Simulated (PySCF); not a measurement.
# How methods differ on the excitation energy of Ta⁺

Ta⁺ [Xe] 4f14 5d3 6s1 (5F) → Ta⁺ [Xe] 4f14 5d4 (5D), as a difference of total energies. All numbers are calculated (PySCF 2.14, scalar relativity through the core potential, in aug-cc-pVTZ-PP with ECP60MDF). Correlated levels: valence: 5s2 5p6 frozen. The calculations carry no spin-orbit coupling.

```tsv
method	excitation energy (cm⁻¹)
UHF	12897
MP2 (valence)	11739
SCS-MP2 (valence)	12511
CCSD (valence)	11708
CCSD(T) (valence)	11673
```
